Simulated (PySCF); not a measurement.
Compound: C4H6OSi.
Structure used (GFN2-xTB), in Å, numbered top down from 1:
```
atom  x, y, z in Å
O1    -0.126   -1.473    1.810
C2    -0.782   -0.675    1.184
C3    -0.238    0.055    0.046
Si4    1.579   -0.401   -0.263
C5    -1.212    0.474   -1.057
C6    -0.840    1.424   -0.274
H7    -1.839   -0.461    1.452
H8     2.363   -0.092    0.927
H9     2.008    0.444   -1.384
H10    1.665   -1.809   -0.637
H11   -1.750    0.080   -1.882
H12   -0.828    2.433    0.053
```

Method: TDDFT B3LYP/def2-SVPD, vertical, gas phase, core orbitals frozen in the response in PySCF.

Computed states:

```tsv
state	E (eV)	f
S1	3.96	0.0040
S2	5.22	0.011
S3	5.40	0.0014
S4	5.84	0.026
S5	6.34	0.0074
S6	6.60	0.015
S7	6.77	0.0013
S8	6.99	0.123
```

Each state is given a Gaussian of 0.4 eV full width at half maximum, with ε(max) = 2.175×10⁸ f / Δν̃ (Δν̃ the width in cm⁻¹). The width is an assumption, not a result. The curve ends short of the highest state used, and states not computed would add to its high-energy end.

Q: Give the broadened spectrum and its maxima.

A: 
λ (nm), ε (L mol⁻¹ cm⁻¹) and a bar:
```
    193.9       1001 ##################
    198.9        647 ###########
    203.9        832 ###############
    208.9       1541 ###########################
    213.9       1687 ##############################
    218.9       1047 ###################
    224.0        537 ##########
    229.0        553 ##########
    234.0        749 #############
    239.0        752 #############
    244.0        523 #########
    249.0        259 #####
    254.0         95 ##
    259.0         26 
    264.0          6 
    269.0          1 
    274.0          1 
    279.0          5 
    284.0         15 
    289.0         40 #
    294.0         84 #
    299.0        145 ###
    304.0        208 ####
    309.0        253 ####
    314.0        266 #####
    319.0        243 ####
    324.1        195 ###
    329.1        141 ##
    334.1         92 ##
    339.1         54 #
    344.1         30 #
    349.1         15 
    354.1          7 
    359.1          3 
    364.1          1 
    369.1          1
```

Maxima: 313 nm (3.96 eV), ε about 270, made up of S1 (100%); 237 nm (5.24 eV), ε about 790, made up of S2 (92%); 212 nm (5.84 eV), ε about 1800, made up of S4 (99%) (ε in L mol⁻¹ cm⁻¹; maxima over ε = 5, shares over 10%). At its high-energy end, 6.39 eV, the curve is still rising (ε about 990, from S5 and S6).

Q: Coming from long wavelengths, where does ε first pass 100 L mol⁻¹ cm⁻¹?

A: At about 333 nm (3.72 eV), 0.24 eV below S1.

Q: On this curve, what absorbance would a 10⁻⁴ mol/L sample give at 365 nm over a 1 cm path?

A: 365 nm is 3.397 eV, where ε is about 1.1 L mol⁻¹ cm⁻¹, so A = ε c l ≈ 0.00011 (Beer–Lambert, with the gas-phase spectrum and the assumed width).

Q: What would ε be at 5.84 eV, the highest of these maxima, with half the width (0.2 eV)?

A: About 3480 L mol⁻¹ cm⁻¹ against 1750, a factor of about 1.98; a lone state at its own centre would give exactly 2.

One conformer stands for the species.
